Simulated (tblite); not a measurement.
Compound: C4H8BCl2Ga.
SMILES with atom numbers: `[Cl:1][B:2]([Cl:3])[CH2:4][C:5]1([GaH2:6])[CH2:7][CH2:8]1` (hydrogens: H9, H10 on C4; H11, H12 on Ga6; H13, H14 on C7; H15, H16 on C8)

Cartesian coordinates in Å at the GFN2-xTB level; atoms count from 1:
```
atom  x, y, z in Å
Cl1    2.3643    0.4419    2.3748
B2     2.1407   -0.0447    0.7393
Cl3    3.0755   -1.3662    0.1581
C4     1.0915    0.6937   -0.1985
C5    -0.3377    0.1159   -0.1829
Ga6   -1.6173    1.1286   -1.3826
C7    -0.5692   -1.3690   -0.0524
C8    -0.9197   -0.4653    1.0822
H9     1.4287    0.6708   -1.2427
H10    1.0067    1.7510    0.0847
H11   -1.1423    2.3975   -2.2072
H12   -3.1315    0.6750   -1.5151
H13   -1.3922   -1.8040   -0.6131
H14    0.2814   -2.0264    0.0503
H15   -1.9752   -0.2972    1.2788
H16   -0.3113   -0.4925    1.9741
```

Calculated harmonic vibrations of the isolated species, GFN2-xTB (tblite), most abundant isotopes, no scaling. The method is semi-empirical: single wavenumbers can be off by several per cent or more. Modes of hydrogen on gallium can be 10 to 20 % off. One conformer, not necessarily the lowest. The optimisation stopped once no atom felt more than 0.01 eV/Å.

Lowest wavenumbers of the output (negative numbers stand for imaginary wavenumbers):
```
mode    cm-1
  1     -21.6
  2      39.0
  3      62.2
  4     108.2
  5     139.6
  6     169.9
  7     198.8
  8     229.7
```

Problem. Is this structure a minimum?

Solution. Not by this Hessian. 1 mode is imaginary beyond 20i (22i cm⁻¹), so at this level the point lies at or near a first-order saddle. The curvature is small, so loose convergence or finite differences may be the whole cause.

Problem. Which atoms move in the imaginary mode?

Solution. 22i: Cl3 (chlorine bonded to B) 19 %, Cl1 (chlorine bonded to B) 19 %, C8 (three-membered-ring carbon) 16 %, C7 (three-membered-ring carbon) 16 %. These are shares of the mass-weighted motion.

Problem. What is the remedy?

Solution. Step along that mode in both directions, optimise again with tighter thresholds and repeat the frequencies. The zero-point energy of this point (64.4 kcal/mol) counts the 41 real modes alone, and thermal corrections from it aren't those of a minimum.
